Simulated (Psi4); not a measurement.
C$_{3}$H$_{10}$N (SMILES C[NH+](C)C), charge +1, singlet, at a GFN2-xTB geometry; CCSD(T)/STO-3G (Psi4).

Input for Psi4:
```
memory 2 GB

molecule {
1 1
  N    -0.00145735   -0.00078979    0.34907080
  C    -0.00683148    1.40360564   -0.09889597
  C     1.21940542   -0.69518278   -0.09852509
  C    -1.21129590   -0.70773025   -0.10870151
  H    -0.00247043    1.44135056   -1.18709760
  H     0.87339726    1.92496286    0.27271406
  H    -0.89547623    1.91583180    0.26530846
  H     1.25459564   -0.71020410   -1.18671739
  H     1.22922597   -1.72074149    0.26595109
  H     2.10574056   -0.18427709    0.27308679
  H    -1.23721663   -0.72306702   -1.19714967
  H    -2.10593863   -0.20601809    0.25545409
  H    -1.21357974   -1.73335144    0.25572399
  H    -0.00574458   -0.00311317    1.37596602
}

set basis sto-3g

energy('ccsd(t)')
print_variables()
```

The log (banner, timings and long lists left out):

```
   => Loading Basis Set <=

    Name: STO-3G
    Role: ORBITAL
    Keyword: BASIS

         ---------------------------------------------------------
                                   SCF
               by Justin Turney, Rob Parrish, Andy Simmonett
                          and Daniel G. A. Smith
                              RHF Reference
         ---------------------------------------------------------

  ==> Geometry <==

    Molecular point group: c1
    Full point group: C1

    Geometry (in Angstrom), charge = 1, multiplicity = 1:

       Center              X                  Y                   Z               Mass
    ------------   -----------------  -----------------  -----------------  -----------------
         N           -0.001415442009    -0.000767077361     0.339032983189    14.003074004430
         C           -0.006789572009     1.403628352639    -0.108933786811    12.000000000000
         C            1.219447327991    -0.695160067361    -0.108562906811    12.000000000000
         C           -1.211253992009    -0.707707537361    -0.118739326811    12.000000000000
         H           -0.002428522009     1.441373272639    -1.197135416811     1.007825032230
         H            0.873439167991     1.924985572639     0.262676243189     1.007825032230
         H           -0.895434322009     1.915854512639     0.255270643189     1.007825032230
         H            1.254637547991    -0.710181387361    -1.196755206811     1.007825032230
         H            1.229267877991    -1.720718777361     0.255913273189     1.007825032230
         H            2.105782467991    -0.184254377361     0.263048973189     1.007825032230
         H           -1.237174722009    -0.723044307361    -1.207187486811     1.007825032230
         H           -2.105896722009    -0.205995377361     0.245416273189     1.007825032230
         H           -1.213537832009    -1.733328727361     0.245686173189     1.007825032230
         H           -0.005702672009    -0.003090457361     1.365928203189     1.007825032230

  Running in c1 symmetry.

  Rotational constants: A =      0.27729  B =      0.27729  C =      0.16177 [cm^-1]
  Rotational constants: A =   8312.95345  B =   8312.95343  C =   4849.78578 [MHz]
  Nuclear repulsion =  147.898770545133175

  Charge       = 1
  Multiplicity = 1
  Electrons    = 34
  Nalpha       = 17
  Nbeta        = 17

  ==> Algorithm <==

  SCF Algorithm Type is PK.
  DIIS enabled.
  MOM disabled.
  Fractional occupation disabled.
[...]
  @RHF Final Energy:  -171.62970706069078
    Total Energy =                       -171.6297070606907766
[...]
             10   2        -0.0026356764

    Largest TIjAb Amplitudes:
     13  13   1   1        -0.0272551833
     15  15   3   3        -0.0267802208
     16  16   2   2        -0.0267802202
     14  14  10  10        -0.0265757276
      7   7   1   1        -0.0261919849
     12  12   4   4        -0.0229034332
     11  11   5   5        -0.0229034315
      8   8   1   1        -0.0224936136
      8   8   0   0        -0.0223965175
      7  13   1   1         0.0221090148

    SCF energy       (wfn)                    = -171.629707060690777
    Reference energy (file100)                = -171.629707060690578

    Opposite-spin MP2 correlation energy      =   -0.193511226990251
    Same-spin MP2 correlation energy          =   -0.023328252630685
    Singles MP2 correlation energy            =   -0.000000000000000
    MP2 correlation energy                    =   -0.216839479620935
      * MP2 total energy                      = -171.846546540311522

    Opposite-spin CCSD correlation energy     =   -0.265392186029688
    Same-spin CCSD correlation energy         =   -0.018863558402728
    Singles CCSD correlation energy           =    0.000000000000000
    CCSD correlation energy                   =   -0.284255744432416
      * CCSD total energy                     = -171.913962805122992

            **************************
            *                        *
            *        CCTRIPLES       *
            *                        *
            **************************

    Wave function   =    CCSD_T
    Reference wfn   =      RHF

    Nuclear Rep. energy (wfn)                =  147.898770545133175
    SCF energy          (wfn)                = -171.629707060690777
    Reference energy    (file100)            = -171.629707060690578
    CCSD energy         (file100)            =   -0.284255744432416
    Total CCSD energy   (file100)            = -171.913962805122992

    Number of ijk index combinations:              969
    Approx. words needed per explicit thread:            8788
    Number of threads for explicit ijk threading:    1

    MKL num_threads set to 1 for explicit threading.

    (T) energy                                =   -0.001777014404443
      * CCSD(T) total energy                  = -171.915739819527431

  Variable Map:
  ----------------------------------------------------------------------------
[...]
  Array Variable Map:
  ----------------------------------------------------------------------------
[...]
[...]
```
